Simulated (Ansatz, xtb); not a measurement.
Molecule: InI, charge -1, multiplicity 2. 
Coordinates optimised at B3LYP-D3(BJ)/def2-TZVP (Ansatz, a program for electronic structure):
```xyz
2

In     0.0000     0.0000    -1.5922
I      0.0000     0.0000     1.4720
```
Charge -1, spin multiplicity 2.

Harmonic wavenumbers from GFN2-xTB (xtb, at its own minimum), cm⁻¹: 129.

### Question
Give the harmonic wavenumbers at B3LYP-D3(BJ)/def2-TZVP (Ansatz, finite differences of forces, unscaled).

### Answer
105 cm⁻¹. Zero-point energy 0.2 kcal/mol.

### Question
From these and the geometry, give the ideal-gas thermochemistry at 298.15 K and 1 atm (rigid rotor, harmonic oscillator).

### Answer
Point group C∞v, rotational symmetry number 1. Rotational constants 0.8929, 0.8929 GHz. S(trans) 42.35, S(rot) 19.57, S(vib) 3.36, S(elec, spin only) 1.38, S 66.7 cal/(mol K). H(298) - H(0) 2.53 kcal/mol; G - E(el) -17.2 kcal/mol.
